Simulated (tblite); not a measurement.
Species: C₇H₁₃ (doublet state).
Numbering: `[CH2:1]/[C:2](=[CH:3]/[CH3:4])[CH2:5][CH2:6][CH3:7]` (hydrogens: H8, H9 on C1; H10 on C3; H11, H12, H13 on C4; H14, H15 on C5; H16, H17 on C6; H18, H19, H20 on C7)

Computed geometry: GFN2-xTB, gas phase. This method treats the open shell by occupation alone, without spin polarisation.

Task: Give the optimised bond lengths and angles.

Result: 
```
                  bond  length (Å)   order
                 C1–C2       1.375  single
                 C2=C3       1.384  double
                 C3–C4       1.484  single
                 C2–C5       1.509  single
                 C5–C6       1.532  single
                 C6–C7       1.524  single
                 C1–H8       1.075  single
                 C1–H9       1.075  single
                C3–H10       1.082  single
C4–H11, C4–H12, C4–H13       1.090  single
        C5–H14, C5–H15       1.091  single
        C6–H16, C6–H17       1.092  single
C7–H18, C7–H19, C7–H20       1.088  single
```

Bonds in one row agree within 0.01 Å and their mean is given. Orders are formal, as drawn. A selection of angles:
```
     angle  degrees
  C2–C1–H8    121.5
  C2–C1–H9    121.3
  H8–C1–H9    117.1
  C1–C2–C3    120.6
  C1–C2–C5    118.1
  C3–C2–C5    121.3
  C2–C3–C4    127.1
 C2–C3–H10    117.4
 C4–C3–H10    115.5
 C3–C4–H11    110.3
 C3–C4–H12    112.6
H11–C4–H12    108.3
H12–C4–H13    108.7
  C2–C5–C6    111.1
 C2–C5–H14    109.0
 C2–C5–H15    110.6
 C6–C5–H14    108.8
H14–C5–H15    107.6
  C5–C6–C7    111.7
 C5–C6–H16    108.9
 C7–C6–H16    109.6
H16–C6–H17    107.4
 C6–C7–H18    110.7
H18–C7–H19    108.3
```

Dihedral angles: C1–C2–C3–C4 180° (antiperiplanar); C1–C2–C5–C6 -93° (anticlinal); C2–C5–C6–C7 179° (antiperiplanar). The mirror-image conformer, all signs reversed, is as good.

C2 (carbon bonded to 3 C) is planar (angles 121.3°, 120.6° and 118.1°, sum 360.0°, 0.01 Å off the plane of its three neighbours). C1 (carbon bonded to C and 2 H) is planar (angles 121.5°, 121.3° and 117.1°, sum 360.0°, 0.00 Å off the plane of its three neighbours). The 6 C–C bonds span 1.375 Å (C1–C2, drawn single in one of several resonance forms) to 1.532 Å (C5–C6, drawn single), a spread of 0.157 Å. C3 (carbon bonded to 2 C and H) is planar (angles 127.1°, 117.4° and 115.5°, sum 360.0°, 0.01 Å off the plane of its three neighbours). Of the pairs four or more bonds apart, H12···H15 is among the closest relative to their van der Waals radii: 2.18 Å, 91 % of the sum of Bondi's values.

Point group: C1 (no symmetry element, even within 0.4 Å). GFN2-xTB frequencies show an imaginary mode (35i cm⁻¹), so the point is no minimum at that level. Torsions: H–C1–C2–C3 180° and 0°, C1–C2–C5–C6 -93°, C2–C5–C6–C7 179°. 3 starts were optimised and ended at 0.00, 0.23 and 0.38 kcal/mol (GFN2-xTB); the lowest of these is shown.

On an Arm Neoverse V1 with one thread (shared host), this took 0.44 s of wall time. These figures are those of the optimisation.
